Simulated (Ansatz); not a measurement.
C3H9ClS3Zr, SMILES `C[S][Zr]([Cl])([S]C)[S]C` at its PBE0-D4/def2-TZVP geometry, where that method's forces vanish. Charge 0, multiplicity 1. Zr takes the def2 core potential.

```xyz
17

C     0.9059    0.4132   -2.3282
S     1.5421    0.2773   -0.6208
Zr   -0.6994    0.3742    0.2581
Cl   -1.9170    2.2237   -0.5609
S    -0.4446    0.4154    2.6355
C     0.2781    2.0896    2.5332
S    -1.8315   -1.6837   -0.2777
C    -0.5499   -2.9811   -0.2804
H     1.2119    1.3679   -2.7525
H    -0.1872    0.3475   -2.3924
H     1.3160   -0.4071   -2.9157
H     1.2636    2.0724    2.9959
H    -0.3729    2.7905    3.0528
H     0.4077    2.4494    1.5038
H    -0.6825   -3.5987    0.6068
H     0.4534   -2.5588   -0.2863
H    -0.6937   -3.5915   -1.1713
```

(1) What forces (eV/Å) does B3LYP-D4/def2-TZVPP give on these atoms in Ansatz? (An estimate is asked.)

Answers

(1) Ansatz gave: 
```
C1  -0.095  0.015 -0.346
S2   0.278 -0.029  0.191
Zr3 -0.039 -0.024 -0.003
Cl4 -0.143  0.202 -0.090
S5  -0.090 -0.254  0.225
C6   0.154  0.331  0.014
S7  -0.307  0.038 -0.043
C8   0.223 -0.248 -0.007
H9  -0.025 -0.065  0.004
H10  0.102  0.008 -0.004
H11 -0.029  0.061  0.014
H12 -0.061  0.027 -0.024
H13  0.058 -0.027 -0.031
H14 -0.010 -0.025  0.102
H15  0.028  0.023 -0.063
H16 -0.074 -0.054  0.000
H17  0.029  0.021  0.062
```

B3LYP here is the variant with VWN-RPA as its local correlation; programs differ in this.
